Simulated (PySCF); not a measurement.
SiCl₂FI, SMILES F[Si](Cl)(Cl)I.

Geometry optimised at PBE0-D3(BJ)/def2-SVP. This is a generated structure with no PubChem entry under its InChIKey; it may be hypothetical. The def2 effective core potentials stand for the cores of I; spin–orbit coupling is left out.

Two levels are set side by side: TDDFT-PBE/def2-SVPD (PySCF) and TDDFT-M06-2X/def2-SVPD (PySCF). Vertical, same geometry. The lowest singlet is HOMO→LUMO 99 % with PBE and HOMO→LUMO 95 % with the other functional; states are paired by order. Differences are taken from unrounded values.

| quantity | TDDFT-PBE |
|---|---|
| lowest singlet excitation (eV) | 4.97 |
| lowest triplet excitation (TDA) (eV) | 4.54 |

Question: These are the TDDFT-PBE values. What does TDDFT-M06-2X give? (An estimate is asked for; the answer gives what the named calculation found.)

Answer: 
```json
[
 {"quantity": "lowest singlet excitation (eV)", "TDDFT-M06-2X": "5.54", "TDDFT-PBE minus TDDFT-M06-2X": "-0.57"},
 {"quantity": "lowest triplet excitation (TDA) (eV)", "TDDFT-M06-2X": "5.14", "TDDFT-PBE minus TDDFT-M06-2X": "-0.59"}
]
```

Functionals without exact exchange tend to place singlet excitations lower, as here. Differences between two approximate levels are no errors against the true value.

Rough cost on one machine, each run with all the roots and properties that it gave: TDDFT-M06-2X against TDDFT-PBE about 20 times.
